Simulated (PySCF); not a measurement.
BGeH5NO, GeH4NO, AlGeH5N, BGeH8NSi and others (calculated)

Computed with PySCF 2.14.0. Calculation on a computer-drawn molecule: the log of a Hartree-Fock and frozen-core CCSD(T) single point meant for a local Hartree-Fock minimum, with one planted fault or none, to be diagnosed. Offsets are logged minus clean, where the clean run is the same molecule without the fault. The reference is restricted for singlets and unrestricted otherwise, and also for a bond in bohr or an excited solution. Adding or removing an electron swaps singlet and doublet. The excited solution moves the top pair (singlet) or top alpha electron (doublet) to the lowest empty orbital. Highest occupied and lowest empty are orbital energies over both spins, largest force is the largest gradient component, triples share is (T) over the correlation energy, the T1 limit is 0.02 restricted and 0.045 unrestricted, electrons count all cores, a negative frequency is imaginary (commonest isotopes), and the dipole is about the centre of nuclear charge; on germanium a core potential holds 10 electrons, which the energies leave out, and 3d is frozen in MP2 and coupled-cluster steps.

Common to all runs: meant multiplicity 1; logged SCF converged yes; possible faults no fault, one electron removed, one electron added, multiplicity raised by two, geometry at a saddle point, SCF held on an excited solution, minimal basis STO-3G, one bond length entered in bohr, all coordinates scaled.

(1) 
```xyz
9
formula=BGeH5NO meant_charge=1 meant_basis=cc-pVDZ meant_basis_and_core_potential_on_germanium=cc-pVDZ-PP_ECP10MDF logged_electrons=56 logged_basis_functions=90 logged_spin_squared=0 logged_highest_occupied=-11.476 logged_lowest_empty=-10.124 logged_largest_force=0.071493 logged_CC_converged=no logged_dipole_magnitude=1.2266 logged_SCF_stable_within_its_kind=no logged_energy_HF=-449.69803 planted_fault=SCF_held_on_an_excited_solution HF_energy_offset_from_clean_run=249
N     -0.6107    -2.4197    -0.5651
Ge     0.0593    -1.4302    -1.8277
B     -0.5627     0.6262    -1.9209
O     -0.1185     1.4638    -2.8255
H     -0.3829    -3.3909    -0.4382
H     -1.2674    -2.0802     0.1162
H      1.0158    -2.2384    -2.6864
H     -1.3435     0.9323    -1.0797
H      0.5041     1.2095    -3.4922
```

Units: logged_highest_occupied, logged_lowest_empty in eV; logged_largest_force in hartree/bohr; logged_dipole_magnitude in debye; logged_energy_HF in hartree; HF_energy_offset_from_clean_run in kcal/mol.

Drawn bonds:
```tsv
atom	other atom	order
1	2	1
2	3	1
3	4	1
1	5	1
1	6	1
2	7	1
3	8	1
4	9	1
```

Notes: CCSD not converged.

(2) 
```xyz
7
formula=GeH4NO meant_charge=-1 meant_basis=aug-cc-pVDZ meant_basis_and_core_potential_on_germanium=aug-cc-pVDZ-PP_ECP10MDF logged_electrons=51 logged_basis_functions=114 logged_spin_squared=0.7655 logged_highest_occupied=-10.387 logged_lowest_empty=-0.60333 logged_largest_force=0.083386 logged_T1_diagnostic=0.021925 logged_D1_diagnostic=0.095517 logged_triples_share=0.033248 logged_CC_converged=yes logged_dipole_magnitude=3.1685 logged_SCF_stable_within_its_kind=yes logged_energy_HF=-425.01315 logged_energy_CCSD(T)=-425.54013 planted_fault=one_electron_removed HF_energy_offset_from_clean_run=32.49 CCSD(T)_energy_offset_from_clean_run=49.91
N      0.5360     0.2430    -1.6389
Ge     0.7866     2.0162    -0.8212
O     -0.4571     1.7772     0.5684
H      0.2216     0.2948    -2.5921
H      1.3860    -0.2924    -1.6438
H     -0.2198     2.7405    -1.8863
H     -1.0930     1.1369     0.2921
```

Units: logged_highest_occupied, logged_lowest_empty in eV; logged_largest_force in hartree/bohr; logged_dipole_magnitude in debye; logged_energy_HF, logged_energy_CCSD(T) in hartree; HF_energy_offset_from_clean_run, CCSD(T)_energy_offset_from_clean_run in kcal/mol.

Drawn bonds:
```tsv
atom	other atom	order
1	2	1
2	3	1
1	4	1
1	5	1
2	6	1
3	7	1
```

(3) 
```xyz
8
formula=AlGeH5N meant_charge=1 meant_basis=cc-pV(D+d)Z meant_basis_and_core_potential_on_germanium=cc-pVDZ-PP_ECP10MDF logged_electrons=56 logged_basis_functions=85 logged_spin_squared=2.0357 logged_highest_occupied=-11.235 logged_lowest_empty=-6.9402 logged_largest_force=0.028845 logged_T1_diagnostic=0.026239 logged_D1_diagnostic=0.12519 logged_triples_share=0.030725 logged_CC_converged=yes logged_dipole_magnitude=0.42123 logged_SCF_stable_within_its_kind=yes logged_energy_HF=-592.29065 logged_energy_CCSD(T)=-592.65114 planted_fault=multiplicity_raised_by_two HF_energy_offset_from_clean_run=72.42 CCSD(T)_energy_offset_from_clean_run=73.8
N     -0.0610    -1.8559    -1.8454
Ge     0.9594    -0.6733    -0.9071
Al    -0.9687     0.8405    -0.1171
H     -0.0833    -2.7961    -1.4870
H      0.1057    -1.8865    -2.8375
H      1.6010    -1.2455     0.3441
H      1.8623     0.1937    -1.7660
H     -2.2588     1.6340     0.2590
```

Units: logged_highest_occupied, logged_lowest_empty in eV; logged_largest_force in hartree/bohr; logged_dipole_magnitude in debye; logged_energy_HF, logged_energy_CCSD(T) in hartree; HF_energy_offset_from_clean_run, CCSD(T)_energy_offset_from_clean_run in kcal/mol.

Drawn bonds:
```tsv
atom	other atom	order
1	2	1
2	3	1
1	4	1
1	5	1
2	6	1
2	7	1
3	8	1
```

(4) 
```xyz
8
formula=AlGeH5N meant_charge=1 meant_basis=cc-pV(D+d)Z meant_basis_and_core_potential_on_germanium=cc-pVDZ-PP_ECP10MDF logged_electrons=56 logged_basis_functions=85 logged_spin_squared=0 logged_highest_occupied=-9.4727 logged_lowest_empty=-9.3403 logged_largest_force=0.063819 logged_CC_converged=no logged_dipole_magnitude=3.0948 logged_SCF_stable_within_its_kind=no logged_energy_HF=-592.02498 planted_fault=SCF_held_on_an_excited_solution HF_energy_offset_from_clean_run=239.1
N     -0.0610    -1.8559    -1.8454
Ge     0.9594    -0.6733    -0.9071
Al    -0.9687     0.8405    -0.1171
H     -0.0833    -2.7961    -1.4870
H      0.1057    -1.8865    -2.8375
H      1.6010    -1.2455     0.3441
H      1.8623     0.1937    -1.7660
H     -2.2588     1.6340     0.2590
```

Units: logged_highest_occupied, logged_lowest_empty in eV; logged_largest_force in hartree/bohr; logged_dipole_magnitude in debye; logged_energy_HF in hartree; HF_energy_offset_from_clean_run in kcal/mol.

Drawn bonds:
```tsv
atom	other atom	order
1	2	1
2	3	1
1	4	1
1	5	1
2	6	1
2	7	1
3	8	1
```

Notes: CCSD not converged.

(5) 
```xyz
12
formula=BGeH8NSi meant_charge=0 meant_basis=cc-pV(D+d)Z meant_basis_and_core_potential_on_germanium=cc-pVDZ-PP_ECP10MDF logged_electrons=66 logged_basis_functions=114 logged_spin_squared=0 logged_highest_occupied=-10.171 logged_lowest_empty=0.99132 logged_largest_force=1.027e-05 logged_lowest_frequency=51.259 logged_T1_diagnostic=0.01253 logged_D1_diagnostic=0.035525 logged_triples_share=0.025518 logged_CC_converged=yes logged_dipole_magnitude=1.0287 logged_SCF_stable_within_its_kind=yes logged_energy_HF=-666.07266 logged_energy_CCSD(T)=-666.60938 planted_fault=no_fault HF_energy_offset_from_clean_run=0 CCSD(T)_energy_offset_from_clean_run=0
N      1.9863     2.5133     1.0069
Ge     2.3533     0.8753     0.2237
B      0.6459    -0.3206     0.2499
Si    -1.2036     0.3593     0.7793
H      1.2922     3.0544     0.5188
H      2.7946     3.1005     1.1264
H      3.4865     0.2611     1.0578
H      2.8656     1.0055    -1.2296
H      0.7895    -1.4806    -0.0257
H     -1.3088     0.2418     2.2574
H     -1.4034     1.7829     0.4089
H     -2.3019    -0.4294     0.1668
```

Units: logged_highest_occupied, logged_lowest_empty in eV; logged_largest_force in hartree/bohr; logged_lowest_frequency in cm⁻¹; logged_dipole_magnitude in debye; logged_energy_HF, logged_energy_CCSD(T) in hartree; HF_energy_offset_from_clean_run, CCSD(T)_energy_offset_from_clean_run in kcal/mol.

Drawn bonds:
```tsv
atom	other atom	order
1	2	1
2	3	1
3	4	1
1	5	1
1	6	1
2	7	1
2	8	1
3	9	1
4	10	1
4	11	1
4	12	1
```

(6) 
```xyz
9
formula=GeH6N2 meant_charge=0 meant_basis=cc-pVDZ meant_basis_and_core_potential_on_germanium=cc-pVDZ-PP_ECP10MDF logged_electrons=52 logged_basis_functions=81 logged_spin_squared=0 logged_highest_occupied=-9.9545 logged_lowest_empty=3.6481 logged_largest_force=0.061548 logged_T1_diagnostic=0.013669 logged_D1_diagnostic=0.043034 logged_triples_share=0.028494 logged_CC_converged=yes logged_dipole_magnitude=1.8698 logged_SCF_stable_within_its_kind=yes logged_energy_HF=-405.72735 logged_energy_CCSD(T)=-406.24712 planted_fault=all_coordinates_scaled,by_+9.3_% HF_energy_offset_from_clean_run=37.55 CCSD(T)_energy_offset_from_clean_run=24.62
N      0.9105    -0.2897     3.2208
Ge     2.8306    -0.2546     2.6177
N      3.4647     1.3584     1.5939
H      0.1668    -0.2847     2.4110
H      0.6334     0.4940     3.9404
H      3.7618    -0.3349     4.0003
H      3.0339    -1.5662     1.6060
H      2.9773     1.5144     0.6208
H      3.4283     2.3074     2.1478
```

Units: logged_highest_occupied, logged_lowest_empty in eV; logged_largest_force in hartree/bohr; logged_dipole_magnitude in debye; logged_energy_HF, logged_energy_CCSD(T) in hartree; HF_energy_offset_from_clean_run, CCSD(T)_energy_offset_from_clean_run in kcal/mol.

Drawn bonds:
```tsv
atom	other atom	order
1	2	1
2	3	1
1	4	1
1	5	1
2	6	1
2	7	1
3	8	1
3	9	1
```
